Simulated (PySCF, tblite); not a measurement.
Calculations on `[C]#CC[Si@@H](C#N)[SiH2]P` [radical], in the order of a workflow; each names the level of the geometry that it ran on. Settings lines and outputs come from a driver script.

C4H7NPSi2 (doublet state).
SMILES with atom numbers: `[C:1]#[C:2][CH2:3][Si@@H:4]([C:5]#[N:6])[SiH2:7][PH2:8]` (hydrogens: H9, H10 on C3; H11 on Si4; H12, H13 on Si7; H14, H15 on P8)

Step 1: GFN2-xTB geometry optimisation, gas phase (tblite 0.8.0) (from a force-field or distance-geometry start)
```json
{"job": {"kind": "relax", "xc": "GFN2-xTB", "basis": "xTB"}, "charge": 0, "multiplicity": 2}
```
```
step      E/eV     max force
  0    -562.74269    9.522
  1    -564.32925    7.742
  2    -558.25845   66.211
...
113    -565.17057    0.047
114    -565.17062    0.064
115    -565.17067    0.048
116    -565.17070    0.018
117    -565.17071    0.009
```

Energy lowered by 56.0 kcal/mol over 117 steps; largest atomic force 0.009 eV/Å at the end. «max force» is the largest atomic force in eV/Å.

Step 2: GFN2-xTB harmonic vibrations, gas phase (tblite 0.8.0) (on the GFN2-xTB geometry)
```json
{"job": {"kind": "ir", "xc": "GFN2-xTB", "basis": "xTB"}, "charge": 0, "multiplicity": 2}
```
```
(table of modes left out)
```

39 modes from 23 to 2966 cm⁻¹ (unscaled, harmonic); zero-point energy 52.9 kcal/mol; all wavenumbers are real at this level.

Step 3: UKS B3LYP, pcH-1 on C H N P Si, non-relativistic, mean-field spin-orbit, GIAO (PySCF 2.14.0) (on the GFN2-xTB geometry)
```json
{"job": {"kind": "epr", "basis": "pcH-1"}, "charge": 0, "multiplicity": 2}
```
```
...
E = -1131.58500271 Eh   <S^2> = 0.7569 (exact 0.7500)
g shifts (ppm)      1          2          3
  rmc          -162       -162       -162
  gc              4          8         31
  oz_so        -307        870       3231
  total        -465        715       3100
hyperfine (MHz)  atom isotope    a_iso     a_fc   dipolar eigenvalues
    0   13C     620.17     620.09    -67.40    -52.03    119.42
    1   13C      87.76      87.77    -36.32    -18.13     54.45
    2   13C      -1.06      -1.06     -4.50     -3.85      8.35
    3  29Si     -22.42     -22.45     -8.56      4.09      4.46
    4   13C      -0.49      -0.49     -0.37     -0.07      0.44
    5   14N       0.03       0.03     -0.14     -0.03      0.17
    6  29Si       0.62       0.62     -0.38      0.05      0.33
    7   31P      -0.45      -0.46     -0.70     -0.43      1.13
    8    1H      -6.81      -6.81     -3.15     -1.91      5.07
    9    1H       4.72       4.72     -3.25     -2.46      5.71
   10    1H      14.79      14.78     -1.05     -0.41      1.45
   11    1H      -0.39      -0.39     -0.49     -0.37      0.86
   12    1H       0.84       0.84     -1.33     -1.13      2.46
   13    1H       0.51       0.52     -2.27     -2.02      4.29
   14    1H      -0.07      -0.07     -0.68     -0.61      1.28
```

⟨S²⟩ 0.757; g_iso 2.0034. rmc, gc and oz_so are the mass-correction, gauge-correction and orbital-Zeeman/spin–orbit parts of the g shift along its three principal axes; a_iso is the isotropic hyperfine coupling and a_fc its Fermi-contact part. The log counts atoms from 0, this text from 1.

Which step took the most CPU time, and about what did each take on an Arm Neoverse V2 with one thread, on a shared host?

Step 3, about 99 % of the total. CPU time by step: 1: 0.9 s, 2: 0.61 s, 3: 2.3 min.

Geometry of the electronic-property runs (GFN2-xTB):
```
atom  x, y, z in Å
C1    -1.2992    2.3497   -1.1618
C2    -1.2286    1.5160   -0.2960
C3    -1.2432    0.8142    0.9734
Si4   -0.5312   -0.9607    0.6857
C5    -1.9009   -1.8771   -0.1972
N6    -2.7200   -2.4480   -0.7595
Si7    1.3629   -0.8415   -0.6689
P8     2.5809    0.9043    0.0342
H9    -2.2606    0.7834    1.3674
H10   -0.6136    1.3430    1.6926
H11   -0.4909   -1.6016    2.0110
H12    2.2158   -2.0228   -0.4888
H13    1.0094   -0.7703   -2.0925
H14    1.7235    1.8670   -0.4622
H15    3.3913    0.9523   -1.0838
```

 (This holds for the electronic-property runs.)

One conformer stands for the species.
